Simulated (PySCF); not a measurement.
C₇H₁₃B.
Numbering: `[BH2:1][CH2:2][C@H:3]1[CH2:4][CH2:5][C:6](=[CH2:7])[CH2:8]1`

Cartesian coordinates in Å at the PBE0-D3(BJ)/def2-SVP level; atoms count from 1:
```
atom  x, y, z in Å
B1     3.0686    0.3663   -0.5099
C2     1.9466    0.2930    0.5616
C3     0.5800   -0.2359    0.1565
C4    -0.4098   -0.4771    1.3002
C5    -1.7537   -0.6330    0.5894
C6    -1.6524    0.2788   -0.6179
C7    -2.6611    0.6430   -1.4114
C8    -0.2085    0.7039   -0.7645
H9     3.0026   -0.2831   -1.5321
H10    4.0702    1.0156   -0.3050
H11    1.8599    1.2314    1.1400
H12    2.4260   -0.4089    1.2866
H13    0.7187   -1.1934   -0.3794
H14   -0.4260    0.4125    1.9552
H15   -0.1412   -1.3399    1.9292
H16   -1.8760   -1.6751    0.2445
H17   -2.6245   -0.4058    1.2228
H18   -2.5006    1.2903   -2.2783
H19   -3.6846    0.3063   -1.2229
H20    0.1422    0.6927   -1.8083
H21   -0.0960    1.7429   -0.4005
```

NICS = −σ at a ghost point: NICS(0) at the centroid of the ring atoms, NICS(1) 1 Å to either side along the normal of their mean plane, zz for the tensor component along that normal. Level: GIAO CAM-B3LYP/pcSseg-1 (PySCF, non-relativistic, gas phase) on the PBE0-D3(BJ)/def2-SVP geometry, one conformer.

Ring bond lengths (Å): C3–C4 1.532, C4–C5 1.528, C5–C6 1.516, C6–C8 1.512, C8–C3 1.534.

Task: Give the NICS values of each ring in ppm.

Result: 
| ring | type | NICS(0) | NICS(1), two faces | NICS(1)zz, two faces | rms pucker (Å) | centre to ring atoms, mean (Å) |
| --- | --- | --- | --- | --- | --- | --- |
| C3–C4–C5–C6–C8 | 5-membered carbocycle; formal bonds all single | -2.8 | -3.5 / -3.3 | -2.3 / -2.6 | 0.18 | 1.28 |

Task: What do they say, and how far can they be read as aromaticity?

Result: 
- C3–C4–C5–C6–C8: mean NICS(1)zz -2.5 ppm, near zero. C3, C4, C5, C8 have four or more neighbours, so the value isn't read as a sign of a π ring current.

Task: What is the mean of the two in-plane components of NICS at the first NICS(1) probe listed for ring C3–C4–C5–C6–C8, 1 Å off the ring?

Result: The isotropic value is a third of the trace: (3 × -3.5 − (-2.3))/2 = -4.1 ppm.

Task: Give the inner angles of the rings.

Result: 
- C3–C4–C5–C6–C8: C3 102.3°, C4 103.7°, C5 104.5°, C6 108.1°, C8 105.1°; sum 523.6° against 540° for a flat convex ring.

Task: How do the values depend on the level or the medium?

Result: 
```csv
level,"NICS(0), C3–C4–C5–C6–C8","mean NICS(1)zz, C3–C4–C5–C6–C8"
"CAM-B3LYP/pcSseg-1, gas",-2.8,-2.5
"PBE0/pcSseg-1, gas",-3.1,-2.6
```

The geometry is the same throughout.

Time: 29 s; peak memory 1.1 GiB. Hardware: an Intel Xeon 6975P-C with one thread, on a shared host. This is the whole shielding run at CAM-B3LYP/pcSseg-1, SCF included.
